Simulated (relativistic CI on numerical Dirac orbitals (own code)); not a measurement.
# Sensitivity of the levels of Pr XXXIII to α and to the nuclear radius

These numbers are calculated, not measured: Dirac-Coulomb-Breit CI, KLI orbitals optimised for each configuration, derivatives by finite differences, unscaled Slater integrals, QED left out (own radial code, finite nucleus).

CI space (outside the closed core [Ne]): 3s²3p⁶3d⁹, 3s²3p⁵3d¹⁰, 3s3p⁶3d¹⁰, 3s²3p⁶3d⁸4s, 3s²3p⁶3d⁸4p, 3s²3p⁶3d⁸4d, 3s²3p⁴3d¹⁰4s, 3s²3p⁵3d⁹4s. Levels of other configurations are missing.

With x = (α/α₀)² − 1 an excitation energy changes as ω = ω₀ + qx; K = 2q/ω₀ is the relative enhancement. Terms are leading LS components, so labels can repeat. The field-shift factor is F = δν/δ⟨r²⟩ for the transition from the lowest level.

Lowest level 3s²3p⁶3d⁹ ²D5/2.

| Level | ω₀ (cm⁻¹) | q (cm⁻¹) | F (GHz/fm²) |
| --- | --- | --- | --- |
| 3s²3p⁶3d⁹ ²D3/2 | 172740 | 173000 | 2.14 |
| 3s²3p⁵3d¹⁰ ²P°3/2 | 2422263 | 230100 | 10.1 |
| 3s²3p⁵3d¹⁰ ²P°1/2 | 3235809 | 1.149e+06 | -34.8 |
| 3s3p⁶3d¹⁰ ²S1/2 | 4580116 | 1.297e+06 | -1380 |
| 3s²3p⁶3d⁸4s ⁴F9/2 | 6682583 | -510400 | 482 |
| 3s²3p⁶3d⁸4s ²F7/2 | 6700332 | -509100 | 480 |
| 3s²3p⁶3d⁸4s ²D5/2 | 6742203 | -511600 | 481 |
| 3s²3p⁶3d⁸4s ²D3/2 | 6748701 | -507600 | 481 |
| 3s²3p⁶3d⁸4s ⁴P1/2 | 6844921 | -486400 | 482 |
| 3s²3p⁶3d⁸4s ⁴F7/2 | 6851781 | -339800 | 483 |
| 3s²3p⁶3d⁸4s ⁴F5/2 | 6855047 | -337900 | 483 |
| 3s²3p⁶3d⁸4s ⁴P5/2 | 6905289 | -334600 | 483 |
| 3s²3p⁶3d⁸4s ⁴F3/2 | 6908227 | -332400 | 483 |
| 3s²3p⁶3d⁸4s ⁴P3/2 | 6935217 | -334300 | 483 |
| 3s²3p⁶3d⁸4s ²G9/2 | 6947282 | -347000 | 483 |
| 3s²3p⁶3d⁸4s ²P1/2 | 6947477 | -335700 | 482 |
| 3s²3p⁶3d⁸4s ²G7/2 | 6949469 | -345000 | 483 |
| 3s²3p⁶3d⁸4s ⁴F3/2 | 7056925 | -172600 | 485 |
| 3s²3p⁶3d⁸4s ²D5/2 | 7061220 | -167400 | 485 |
| 3s²3p⁶3d⁸4p ⁴D°7/2 | 7191768 | -457100 | 53.6 |
| 3s²3p⁶3d⁸4p ²G°9/2 | 7204654 | -459400 | 52.5 |
| 3s²3p⁶3d⁸4s ²S1/2 | 7208585 | -178500 | 485 |
| 3s²3p⁶3d⁸4p ²D°3/2 | 7252411 | -458200 | 53.6 |

At this charge energies of transitions that change n are usually good to better than 1 %, and those within a shell (Δn = 0) to a few per cent.

(1) Which transition from the lowest level has the largest |K|?

Results:

(1) 3s²3p⁶3d⁹ ²D3/2 at 172740 cm⁻¹, K = 2.
